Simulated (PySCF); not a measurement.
An unknown shows these calculated signals:

¹H NMR (400 MHz, computed): δ 6.52 (m, 1H), 6.40 (m, 1H), 6.01 (m, 1H), 5.36 (m, 1H), 0.61 (m, 1H), 0.58 (m, 1H), 0.45 (m, 1H), 0.24 (br s, 2H), 0.08 (m, 1H), -0.34 (m, 1H).

¹³C{¹H} NMR (computed): δ 142.7 (CH2), 141.1 (CH), 4.4 (CH2), 1.2 (CH2), -1.6 (CH).

[PySCF 2.14: geometry: GFN2-xTB; shielding tensors at PBE0/pcSseg-1 (GIAO); non-relativistic Hamiltonian; averaged over atoms made equivalent by symmetry, fast rotation or ring inversion; isolated molecule; one computed conformer]

Referencing at the same level of theory: TMS for ¹H (σref 31.72), ¹³C (σref 186.93).

Which of these does the molecule contain: a three-membered ring, an ester, a benzene ring, a Si–H bond, an amide, an NH or NH2 group?

Answers


- A three-membered ring: yes.
- An ester: no.
- A benzene ring: no.
- A Si–H bond: yes (δH 5.36 (m)).
- An amide: no.
- An NH or NH2 group: yes (δH 0.24 (br s)).

The data belong to SMILES N[Si@H](C=C)C1CC1, C5H11NSi; they needn't prove each group on their own.

Carbon signals by region: 2 in the sp2 and nitrile region (100–160 ppm), 3 below 50 ppm.

OH/NH shifts are gas-phase values; hydrogen bonding in solution moves them, usually downfield. Shifts are as computed. Against solution values, carbons near 30 ppm lie about +3 ppm off and those near 130 ppm about +5 ppm. Of 1211 compounds with measured shifts, 218 miss one by over three times the rms of a fit or turn the order of signals round; such compounds aren't used in these exercises. No couplings were computed; multiplicities are counted from neighbouring protons, with m where these are inequivalent, close in shift, in a saturated or five-membered ring or joined by F or P, and br s for small geminal =CH2 splittings.
